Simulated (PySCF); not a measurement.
C2H6Se, triplet, at the geometry of the source list (a higher spin typed on purpose: for a closed-shell molecule this is an excited state) (in this run its highest filled SCF level lies above zero, so its values depend strongly on the basis, on diffuse functions most of all); REVPBE/STO-3G in PySCF.

PySCF was given this input:
```python
from pyscf import gto, scf, dft

mol = gto.Mole()
mol.atom = '''
    C     1.45580000   -0.05290000    0.03390000
    Se    0.05090000    0.47070000   -1.21420000
    C    -1.45680000    0.05700000   -0.04690000
    H     1.40210000   -1.12550000    0.21030000
    H     2.41140000    0.20450000   -0.41870000
    H     1.32730000    0.49560000    0.96530000
    H    -1.37990000   -0.97770000    0.27740000
    H    -2.36800000    0.20320000   -0.61720000
    H    -1.44300000    0.72510000    0.81010000
'''
mol.basis = 'sto-3g'
mol.spin = 2
mol.verbose = 4
mol.build()

mf = dft.UKS(mol)
mf.xc = 'revpbe'
mf.grids.atom_grid = (99, 590)
mf.grids.prune = None
mf.kernel()
```

Problem. Predict the main parts of the log of this PySCF run.

Solution. 
```
PySCF version 2.14.0

[INPUT] verbose = 4
[INPUT] num. atoms = 9
[INPUT] num. electrons = 52
[INPUT] charge = 0
[INPUT] spin (= nelec alpha-beta = 2S) = 2
[INPUT] symmetry False subgroup None
[INPUT] Mole.unit = angstrom
[INPUT] Symbol           X                Y                Z      unit          X                Y                Z       unit  Magmom
[INPUT]  1 C      1.455800000000  -0.052900000000   0.033900000000 AA    2.751063292142  -0.099966511989   0.064061715623 Bohr   0.0
[INPUT]  2 Se     0.050900000000   0.470700000000  -1.214200000000 AA    0.096187059740   0.889494086833  -2.294505460447 Bohr   0.0
[INPUT]  3 C     -1.456800000000   0.057000000000  -0.046900000000 AA   -2.752953018266   0.107714389100  -0.088628155242 Bohr   0.0
[INPUT]  4 H      1.402100000000  -1.125500000000   0.210300000000 AA    2.649584999253  -2.126886753198   0.397409403996 Bohr   0.0
[INPUT]  5 H      2.411400000000   0.204500000000  -0.418700000000 AA    4.556885576776   0.386448992474  -0.791228328355 Bohr   0.0
[INPUT]  6 H      1.327300000000   0.495600000000   0.965300000000 AA    2.508233485135   0.936548267334   1.824152628043 Bohr   0.0
[INPUT]  7 H     -1.379900000000  -0.977700000000   0.277400000000 AA   -2.607633079287  -1.847585231987   0.524210026954 Bohr   0.0
[INPUT]  8 H     -2.368000000000   0.203200000000  -0.617200000000 AA   -4.474871462970   0.383992348512  -1.166338964082 Bohr   0.0
[INPUT]  9 H     -1.443000000000   0.725100000000   0.810100000000 AA   -2.726874797747   1.370240412922   1.530867133510 Bohr   0.0

nuclear repulsion = 186.474584484957
number of shells = 20
number of NR pGTOs = 102
number of NR cGTOs = 34
basis = sto-3g
ecp = {}

******** <class 'pyscf.dft.uks.UKS'> ********
method = UKS
initial guess = minao
damping factor = 0
level_shift factor = 0
DIIS = <class 'pyscf.scf.diis.CDIIS'>
diis_start_cycle = 1
diis_space = 8
diis_damp = 0
SCF conv_tol = 1e-09
SCF conv_tol_grad = None
SCF max_cycles = 50
direct_scf = True
direct_scf_tol = 1e-13
number electrons alpha = 27  beta = 25
XC library pyscf.dft.libxc version 7.1.2
    S. Lehtola, C. Steigemann, M. J. T. Oliveira, and M. A. L. Marques,  SoftwareX 7, 1–5 (2018)
XC functionals = revpbe
    Y. Zhang and W. Yang,  Phys. Rev. Lett. 80, 890 (1998)
    J. P. Perdew, K. Burke, and M. Ernzerhof,  Phys. Rev. Lett. 77, 3865 (1996)
    J. P. Perdew, K. Burke, and M. Ernzerhof,  Phys. Rev. Lett. 78, 1396 (1997)
radial grids:
    Treutler-Ahlrichs [JCP 102, 346 (1995); DOI:10.1063/1.469408] (M4) radial grids

becke partition: Becke, JCP 88, 2547 (1988); DOI:10.1063/1.454033
pruning grids: None
grids dens level: 3
symmetrized grids: False
atomic radii adjust function: <function treutler_atomic_radii_adjust>
User specified grid scheme (99, 590)
small_rho_cutoff = 0
Set gradient conv threshold to 3.16228e-05
tot grids = 525696
init E= -2450.44329171361

cycle= 1 E= -2453.19425207311  delta_E= -2.75  |g|=  0.3  |ddm|= 2.85

cycle= 2 E= -2453.25910902853  delta_E= -0.0649  |g|= 0.176  |ddm|= 1.06

cycle= 3 E= -2453.29324668869  delta_E= -0.0341  |g|= 0.0159  |ddm|= 0.458

cycle= 4 E= -2453.29094250745  delta_E= 0.0023  |g|= 0.0536  |ddm|= 0.355

cycle= 5 E= -2453.29346671596  delta_E= -0.00252  |g|= 0.00261  |ddm|= 0.284

cycle= 6 E= -2453.29347177134  delta_E= -5.06e-06  |g|= 0.0009  |ddm|= 0.00954

cycle= 7 E= -2453.29347240355  delta_E= -6.32e-07  |g|= 0.000146  |ddm|= 0.00184

cycle= 8 E= -2453.29347242805  delta_E= -2.45e-08  |g|= 2.42e-05  |ddm|= 0.000364

cycle= 9 E= -2453.29347242889  delta_E= -8.41e-10  |g|= 2.93e-06  |ddm|= 7.44e-05

Extra cycle  E= -2453.29347242889  delta_E= -1.82e-12  |g|= 2.52e-06  |ddm|= 1.68e-05
converged SCF energy = -2453.29347242889  <S^2> = 2.0010531  2S+1 = 3.000702
```
